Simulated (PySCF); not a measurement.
# Ag⁴²⁺: ionisation energy

Ag⁴²⁺ [He] 2s2 2p1 [2p1/2^1, M_J = 1/2] → Ag⁴³⁺ [He] 2s2, as a difference of total energies. All numbers are calculated (PySCF 2.14, the two-component X2C-1e Hamiltonian, in an uncontracted even-tempered set (17 s from 21 bohr⁻², ratio 2.4; 12 p from 27 bohr⁻², ratio 2.4; 5 d from 90 bohr⁻², ratio 2.6; 4 f from 130 bohr⁻², ratio 2.6)). Correlated levels: nothing frozen; the 32 highest virtual spinors dropped. "Screened" scales the spin-orbit matrix elements by Boettger's factors to mimic the two-electron term; Breit and QED terms are absent.

```json
{"method": "GHF (spin-free)", "ionisation energy (eV)": "6659.3"}
{"method": "GMP2 (spin-free)", "ionisation energy (eV)": "6658.5"}
{"method": "GHF (screened spin-orbit)", "ionisation energy (eV)": "6796.3"}
{"method": "GMP2 (screened spin-orbit)", "ionisation energy (eV)": "6794.8"}
```

For this ion Breit and QED terms and the two-electron picture change, all absent here, outweigh the correlation shift from GHF to GMP2.

The spin-free rows lack the spin-orbit shift.

For comparison: 6785 ± 5 eV (semi-empirical (NIST evaluation); NIST Atomic Spectra Database, ionization energies).
